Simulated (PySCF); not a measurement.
**Calculated NMR parameters of CN(C)C/C=N\[SiH](C)C**

```yaml
Formula: C6H16N2Si
SMILES: CN(C)C/C=N\[SiH](C)C
InChI: InChI=1S/C6H16N2Si/c1-8(2)6-5-7-9(3)4/h5,9H,6H2,1-4H3/b7-5-
Point_group_of_the_computed_structure: C1
Degrees_of_unsaturation: 1
Carbon_signals: 4
Proton_signals: 5
```

Structure with atom numbers: `[CH3:1][N:2]([CH3:3])[CH2:4]/[CH:5]=[N:6]\[SiH:7]([CH3:8])[CH3:9]`; H(Xn) means a hydrogen on atom n.

- PBE0/pcSseg-1 with gauge-including orbitals
- geometry: GFN2-xTB
- program: PySCF 2.14
- single conformer, averaged over atoms made equivalent by symmetry, fast rotation or ring inversion, no relativistic terms, gas phase

Scale: 1H, 13C, 29Si vs TMS; 15N against NH3 (reference shieldings calculated alike).

| carbon | δC, type | δH (multiplicity) | HMBC from (2–3 bonds) | span of the C tensor (ppm) |
| --- | --- | --- | --- | --- |
| C1/C3 | 47.3, CH3 | 2.23 (s) | H(C4), H(C1)/H(C3) | 71 |
| C4 | 69.8, CH2 | 2.78 (d) | H(C5), H(C1)/H(C3) | 49 |
| C5 | 184.0, CH | 8.69 (t) | H(Si7), H(C4) | 197 |
| C8/C9 | -0.6, CH3 | 0.18 (d) | H(Si7), H(C8)/H(C9) | 13 |

Other nuclei:
```json
{"atoms": "H(Si7)", "nucleus": "1H", "environment": "hydrogen on a silicon bonded to 2 C, N", "δ (ppm)": "5.50", "σ (ppm)": "26.22"}
{"atoms": "Si7", "nucleus": "29Si", "environment": "silicon bonded to 2 C, N, H", "δ (ppm)": "-30.3", "σ (ppm)": "379.4"}
{"atoms": "N6", "nucleus": "15N", "environment": "imine nitrogen", "δ (ppm)": "391.6", "σ (ppm)": "-123.8"}
{"atoms": "N2", "nucleus": "15N", "environment": "amine nitrogen", "δ (ppm)": "42.1", "σ (ppm)": "225.6"}
```

- Carbon types of the structure: 1 × CH, 1 × CH2, 4 × CH3, leaving 1 H on heteroatoms.
- δC 184.0: C=N carbon.
- δC 69.8: sp3 CH2 bonded to N; deshielded by the electronegative neighbour.
- δC -0.6: methyl carbon bonded to Si; an electropositive neighbour leaves it electron-rich and shielded.
- δH 8.69: hydrogen on a C=N carbon.
- δH 2.78: hydrogen on an sp3 CH2 bonded to N; its carbon carries N, hence the downfield position.

Shifts are as computed. Against solution values, carbons near 30 ppm lie about +3 ppm off and those near 130 ppm about +5 ppm. Of 1309 compounds with measured shifts, 239 miss one by over three times the rms of a fit or turn the order of signals round; such compounds aren't used in these exercises. Experimental scales use liquid or dissolved standards, which lie at an offset from isolated NH3 (liquid NH3: subtract about 20 ppm). Unscaled 15N shifts of sp2 nitrogen come out 20 to 40 ppm too high even then. Multiplicities follow the n + 1 count of equivalent neighbours, as no J values were calculated; m marks all less simple cases, F and P coupling included.
